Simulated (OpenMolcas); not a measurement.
# Ru2+: moving or changing the point charges

Ru2+ among 6 point charges of -1.5 e arranged as an octahedron (Oh), 1.93 Å from the ion.
```
   1.9300    0.0000    0.0000  -1.50
   0.0000    1.9300    0.0000  -1.50
  -1.9300    0.0000    0.0000  -1.50
   0.0000   -1.9300    0.0000  -1.50
   0.0000    0.0000    1.9300  -1.50
   0.0000    0.0000   -1.9300  -1.50
```

```yaml
Program: OpenMolcas
Method: CASSCF
Basis: ANO-RCC-VDZP [6s5p3d1f]
Scalar_Hamiltonian: DKH2, point nucleus
Active_space: 6 electrons in 5 orbitals (4d)
State_averaging: 2S+1 = 5 even, 5 roots; 2S+1 = 3 even, 45 roots; 2S+1 = 1 even, 50 roots
Spin-orbit_coupling: RASSI with atomic mean-field integrals over the reference wave functions
```

Runs around this geometry, states (labels of O, the rotations of Oh). Energies in cm-1 above the lowest state or level, χT in cm3 K/mol; under a threefold ground state the first gap can be a small split of the lowest multiplet, not the spin-orbit step.

```
R (Å)  q (e)  Ground state  First state of that spin  First gap with spin-orbit (degeneracies)  χT at 300 K  First state of another spin
 1.93  -0.75           5T2                   5E 6428                              387.1 (3, 2)        4.416                    3T1 13062
 1.81   -1.5           1A1                 1T1 12086                              360.2 (1, 3)        2.001                     5T2 25.9
 1.93   -1.5           5T2                  5E 13010                              346.4 (3, 2)        4.250                     1A1 6330
 2.15   -1.5           5T2                   5E 8250                              386.4 (3, 2)        4.348                    3T1 11844
```

Scaling the charges by -0.75 / -1.5 = 0.50 scales the first state of the same spin by 6428 / 13010 = 0.49; with fixed orbitals a first-order splitting would follow the charge.

The ground state changes within this set.

Without dynamic correlation the repulsion within the d shell is too large (B by tens of per cent), so at a given field states of lower spin stand too high. An orbital triplet at a regular site is open to Jahn-Teller coupling, which can distort the site and quench the lowest spin-orbit gaps and is left out (holds for R = 1.93, q = -0.75; R = 1.93, q = -1.5; R = 2.15, q = -1.5). Point charges give a weaker field than real ligands, and real ions of this kind are as a rule low spin; the high spin found here belongs to the model (holds for R = 1.93, q = -0.75; R = 1.93, q = -1.5; R = 2.15, q = -1.5). Spin-orbit coupling mixes the spin-free states strongly: the lowest level takes only 63 % from its leading state, 1A1 (holds for R = 1.81, q = -1.5). This shell can be high or low spin here, a state of another spin lies low, and with metal d orbitals alone active their balance is uncertain, so the ground spin may be wrong, although the usual error favours high spin (holds for R = 1.81, q = -1.5). This shell can be high or low spin here, a state of another spin lies low, and with metal d orbitals alone active their balance is uncertain, so the ground spin may be wrong (holds for R = 1.93, q = -1.5). Point charges carry no covalency, so the field is a model and not that of real ligands. No measured value stands beside these numbers.
